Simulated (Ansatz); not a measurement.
Consider the ligand exchange at a Ge–N bond: `C[NH][GeH2][Cl]` + HCl → `[Cl][GeH2][Cl]` + CH₃NH₂.

Isolated molecules relaxed with PBE0-D4/def2-TZVP in Ansatz; ΔE leaves out vibrations. CBS: MP2 limit from def2 TZ/QZ plus the TZ coupled-cluster correction, frozen cores. This one scheme is used for every species. DFT in def2-TZVPP. B3LYP here is the variant with VWN-RPA as its local correlation; programs differ in this. For Ge outer-core shells are correlated without core-valence functions, which leaves a few kJ/mol of doubt a bond. Scalar relativity is left out up to krypton. Each species was taken in one conformer, which may not be the lowest.

Question: Is it downhill or uphill in electronic energy at CCSD(T)/CBS, and by how much? (Estimate.)

Answer: Computed: Downhill: ΔE = -11.5 kcal/mol.

Question: What do these levels give: r2SCAN0-D4, ωB97M-V, B3LYP, CCSD(T)/def2-SVP, SCS-MP2/def2-TZVPP, CCSD(T)/def2-TZVPP? (An estimate is asked.)

Answer: The calculation gave: r2SCAN0-D4 -13.5, ωB97M-V -13.0, B3LYP -14.1, CCSD(T)/def2-SVP -10.5, SCS-MP2/def2-TZVPP -11.6, CCSD(T)/def2-TZVPP -11.1 kcal/mol.

Largest T1 diagnostic among the species: 0.010.

The D4 term adds +1.3 kcal/mol with B3LYP and +0.8 kcal/mol with PBE0; it sums over pairs of atoms, weighted by their polarisabilities, and B3LYP, whose exchange is more repulsive, gets the larger term. At CCSD(T), def2-SVP lies +1.0 kcal/mol from the extrapolated value and def2-TZVPP +0.4 kcal/mol. In def2-TZVPP, CCSD(T) changes the Hartree–Fock value by +4.3 kcal/mol (the triples alone add +0.4 kcal/mol) and MP2 by +4.2 kcal/mol.
